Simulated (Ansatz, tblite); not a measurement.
Cost and result up the ladder for Ge19PH28⁺, a doped nanocrystal cut from the lattice of germanium (P on a surface site) (48 atoms). Total charge 1; singlet. Geometry: PBE-D4/def2-SVP.

Cartesian coordinates in Å:
```
Ge 0.4184 1.3078 -4.3369
Ge 4.4167 0.5770 1.2388
Ge 0.6743 1.0972 3.8419
P -2.7210 1.5076 -2.0464
Ge -2.7056 1.4494 1.8004
Ge 0.6805 1.1414 -0.1950
Ge 1.6108 -2.0799 -2.3122
Ge 1.4839 -2.2337 1.6921
Ge -1.9674 -1.8349 -0.2947
Ge -1.9329 -1.9626 3.7231
Ge 3.0640 1.6595 -0.4903
Ge -0.4194 2.0999 -2.1685
Ge 0.7997 -1.1092 -4.4065
Ge -0.3339 2.0742 1.8327
Ge 3.8913 -1.7936 1.5356
Ge 0.4361 -1.3352 3.7190
Ge -3.7912 2.4533 -0.1551
Ge -3.1087 -0.8211 -2.2124
Ge -3.0185 -0.9831 1.7523
Ge 0.4207 -1.2929 -0.3160
H -0.5999 1.7519 -5.4265
H 1.7459 2.0908 -4.5301
H 5.9110 0.7248 0.8378
H 4.1723 1.3460 2.5657
H -0.0681 1.6561 5.0865
H 2.1722 1.5003 3.9054
H -3.3599 2.0843 -3.1923
H -3.4617 2.0527 3.0228
H 3.1069 -1.7078 -2.1109
H 1.4866 -3.6271 -2.3962
H 1.2385 -3.7744 1.6656
H -2.2107 -3.3659 -0.4504
H -2.6606 -1.4321 4.9890
H -2.0824 -3.5063 3.6404
H 3.2356 3.2044 -0.4797
H 3.4383 1.1305 -1.9058
H -0.5547 3.6536 -2.1096
H 1.8198 -1.3803 -5.5462
H -0.5489 -1.7864 -4.7771
H -0.2234 3.6285 1.7863
H 4.5811 -2.3164 2.8260
H 4.4355 -2.5885 0.3163
H 1.1294 -1.9764 4.9581
H -3.5563 3.9721 -0.3711
H -5.2854 2.0926 -0.3736
H -4.6583 -0.9116 -2.2049
H -2.5527 -1.1546 -3.6221
H -4.5476 -1.2816 1.6948
```

Ansatz on 11 threads of AMD EPYC 7R13 on a shared host and a whole NVIDIA H100 80GB HBM3; xTB runs through tblite on one thread. Times are rough, summed over both states, and most runs start from the orbitals of an earlier one. PBE0-D4/def2-TZVP serves as the yardstick here, not as an exact answer. The other state is a triplet.

The xTB rows come from tblite. Single mean-field runs in def2-TZVP are fitted with def2-universal-jkfit. HOMO above LUMO, or a gap near zero within one spin, warns that the state may not be the lowest or that an electron is smeared out.

xTB has no spin-polarisation term.

```
                         level  functions  wall time  vertical triplet (eV)  difference from PBE0-D4/def2-TZVP (eV)                                  remarks
                      GFN1-xTB        236      1.1 s                   2.96                                   -1.33                                        –
                      GFN2-xTB        208      1.2 s                   3.62                                   -0.66                                        –
PBE-D4/def2-TZVP (with forces)       1117       26 s                   3.70                                   -0.58  gap within one spin near zero (triplet)
             PBE0-D4/def2-TZVP       1117       68 s                   4.29                                    0.00                                        –
```
